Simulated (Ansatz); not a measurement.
Conformers of Cl2Ge2H4 (`[Cl][GeH2][GeH2][Cl]`), each relaxed with PBE0-D4/def2-TZVP in Ansatz. CBS adds the triple-zeta coupled-cluster correction to the MP2 limit.

Outer-core shells of Ge are correlated without core-valence functions. Scalar relativity is left out up to krypton. Spin–orbit coupling is left out.

Not all of them had a frequency check.

Conformer A:

```xyz
8

Cl   -1.497   -2.289   -0.346
Ge   -0.854   -0.276   -0.815
Ge    0.854    0.275    0.816
Cl    1.487    2.292    0.351
H    -0.310   -0.302   -2.250
H    -2.089    0.627   -0.703
H     0.315    0.293    2.252
H     2.093   -0.622    0.697
```

Conformer B:

Cartesian coordinates in Å:
```
Cl 2.548 -0.338 -0.708
Ge 0.453 -0.050 -1.137
Ge -0.703 -0.095 0.998
Cl -0.158 1.720 2.031
H 0.029 -1.199 -2.066
H 0.316 1.306 -1.840
H -0.251 -1.269 1.876
H -2.233 -0.075 0.846
```

Task: Which is lowest in electronic energy at CCSD(T)/CBS (frozen core, def2 sets), and by how much? (Best estimate.)

Result: The calculation gave: A; B lies 3.2 kJ/mol higher.

Task: Give the energies relative to A (kJ/mol) with PBE-D4/def2-TZVPP, HF/def2-TZVPP, SCS-MP2/def2-TZVPP, CCSD/def2-TZVPP, CCSD(T)/def2-TZVPP, SCS-MP2/def2-QZVPP, HF/CBS(def2). (Best estimate.)

Result: Ansatz gave: 
| level | B |
| --- | --- |
| PBE-D4/def2-TZVPP | 3.2 |
| HF/def2-TZVPP | 3.9 |
| SCS-MP2/def2-TZVPP | 3.1 |
| CCSD/def2-TZVPP | 3.0 |
| CCSD(T)/def2-TZVPP | 2.9 |
| SCS-MP2/def2-QZVPP | 3.3 |
| HF/CBS(def2) | 4.0 |
